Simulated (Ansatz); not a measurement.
System: C₂H₉N₂Si, charge -1, multiplicity 1. It need not be the lowest isomer of its formula. Whether it binds its extra electron was not tested at this geometry. 
Coordinates optimised at B3LYP-D3(BJ)/def2-TZVP (Ansatz, a quantum-chemistry and plane-wave program):
SMILES: [CH2-][Si](C)(N)N
```xyz
14

C      0.6308    -0.2301    -1.7689
Si     0.0674    -0.0266    -0.1176
C     -1.7976     0.3959    -0.0841
N      0.8934     1.1876     0.9182
N      0.2454    -1.4107     1.0013
H      0.0927     0.2209    -2.6002
H      1.6416    -0.5501    -2.0149
H     -2.3997    -0.4495    -0.4287
H     -2.1246     0.6498     0.9298
H     -2.0146     1.2488    -0.7352
H      0.4219     1.4584     1.7758
H      1.1318     2.0207     0.3973
H      0.2106    -2.2926     0.5047
H      1.1263    -1.3673     1.5001
```
Charge -1, spin multiplicity 1.

Parts of the frozen-core correlation energy in cc-pV(D+d)Z (Ansatz, hartree). Frozen orbitals: 9; correlated occupied orbitals by spin: 16 and 16; virtual: 99 and 99. No spin-orbit coupling. Non-relativistic.

```
term                            value
-------------------------  ----------
reference (HF)             -478.82081
MP2 opposite-spin            -0.56625
MP2 same-spin                -0.17948
CCSD correlation             -0.80444
(T)                          -0.02261
T1 diagnostic                   0.010
largest doubles amplitude       0.032
```
